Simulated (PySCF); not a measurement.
# Ti (titanium, neutral): UHF calculation

Configuration: [Ar] 3d1 4s2 4p1, one real determinant (an excited configuration). All numbers are calculated (PySCF 2.14, scalar relativity by spin-free X2C-1e, in x2c-QZVPPall (11s7p5d3f2g, 96 functions)).

```json
{"Total energy": "-852.594411 hartree", "One-electron energy": "-1163.4831 hartree", "Hartree (Coulomb) energy": "352.0217 hartree", "Exchange energy": "-41.1330 hartree", "⟨S²⟩": "2.1363", "⟨L²⟩": "8.505", "Sum of ⟨r⟩": "23.04 bohr", "Sum of ⟨r²⟩": "59.26 bohr²", "Traceless quadrupole moment −½Σ⟨3z² − r²⟩ along its main axis": "-7.91 e·bohr²", "Langevin diamagnetic susceptibility": "-46.9 ×10⁻⁶ cm³/mol"}
```

| shell | electrons | mean orbital energy (hartree) | spread (hartree) | rms radius, mean of both spins (bohr) |
| --- | --- | --- | --- | --- |
| 1s α | 1 | -184.66330 | 0 | 0.0804 |
| 1s β | 1 | -184.66252 | 0 | 0.0804 |
| 2s α | 1 | -21.94987 | 0 | 0.350 |
| 2s β | 1 | -21.92912 | 0 | 0.350 |
| 2p α | 3 | -18.11375 | 0.00074 | 0.320 |
| 2p β | 3 | -18.09166 | 0.01953 | 0.320 |
| 3s α | 1 | -3.18936 | 0 | 1.07 |
| 3s β | 1 | -3.11311 | 0 | 1.07 |
| 3p α | 3 | -2.07116 | 0.03534 | 1.16 |
| 3p β | 3 | -1.97668 | 0.04759 | 1.16 |
| 3d α | 1 | -0.64453 | 0 | 1.49 |
| 4s α | 1 | -0.34047 | 0 | 3.49 |
| 4s β | 1 | -0.27657 | 0 | 3.49 |
| 4p α | 1 | -0.17693 | 0 | 4.63 |

⟨L²⟩ = 8.51 against 12 for a pure F term, so this real determinant mixes terms. ⟨S²⟩ = 2.14 against 2.00 shows spin contamination.

Densities and radii are taken from the X2C orbitals without a picture-change correction, which distorts them close to the nucleus.

Spin-orbit constants ζ (cm⁻¹) from the X2C one-electron operator on these orbitals: bare nucleus, nucleus screened by l(l+1)(2l+1)/3 electrons, and screened by the Breit-Pauli mean field of the electrons.

```
shell   bare  screened nucleus  mean field
   2p  33310             30280       28900
   3p   3680              3346        3171
   3d  297.3             162.2       140.7
   4p  169.1             153.7       144.2
```

To first order the Landé constant is A = 70.93 cm⁻¹, so the lowest level has J = 2 and lies 0.0352 eV below the centre of the term. This holds in LS coupling only.
